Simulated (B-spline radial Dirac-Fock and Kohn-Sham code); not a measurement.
Method: the Dirac equation of a negative muon with reduced mass in the field of a spherical finite nucleus, with the Uehling potential to all orders; nuclear polarisation, deformation, hyperfine structure, self-energy, higher-order vacuum polarisation, relativistic recoil and electron screening are left out. Computed with a radial finite-basis atomic code. The nuclear charge is a Fermi distribution (skin thickness 2.3 fm).

Task: A muonic atom of atomic mass 208.98 u emits these computed lines: 2p3/2 → 1s1/2 6031 keV, 3d5/2 → 2p3/2 2554 keV, 4f7/2 → 3d5/2 961.5 keV, 5g9/2 → 4f7/2 442.1 keV. Which element is it, and what rms charge radius was used?

Result: Bismuth (Z = 83, nuclide ²⁰⁹Bi); the high transitions hardly feel the nucleus and fix Z. The 2p → 1s line lies 10580 keV below the value for a point nucleus without QED, which for this nuclear model gives a radius near 5.52 fm (5.5211 fm was used).
